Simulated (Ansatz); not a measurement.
`CC#CC=S` + `C[S][Ge][SH]` → `C[S][Ge][S]C` + `C#CC=S`  (substitution at a C–C bond)

Calculated with Ansatz (gas phase, PBE0-D4/def2-TZVP geometries, no zero-point term in ΔE). CBS: MP2 limit from def2 TZ/QZ plus the TZ coupled-cluster correction, frozen cores. DFT in def2-TZVPP. For Ge outer-core shells are correlated without core-valence functions, which leaves a few kJ/mol of doubt a bond. Scalar relativity is left out up to krypton. One conformer a species, not always the lowest.

```csv
level,ΔE (kcal/mol)
r2SCAN-D4,10.7
B2PLYP,10.3
r2SCAN,11.0
CCSD/def2-TZVPP,9.5
```

What does CCSD(T)/CBS give? (Best estimate.)

Ansatz gave: +8.3 kcal/mol. The listed levels differ from it by 2.4, 2.0, 2.7, 1.2 kcal/mol.

Largest T1 diagnostic among the species: 0.016.

In def2-TZVPP, CCSD(T) changes the Hartree–Fock value by −3.1 kcal/mol (the triples alone add −0.7 kcal/mol) and MP2 by −3.2 kcal/mol. The D4 term adds −1.6 kcal/mol with B3LYP and −0.9 kcal/mol with PBE0; it sums over pairs of atoms, weighted by their polarisabilities, and B3LYP, whose exchange is more repulsive, gets the larger term.

B3LYP here is the variant with VWN-RPA as its local correlation; programs differ in this.
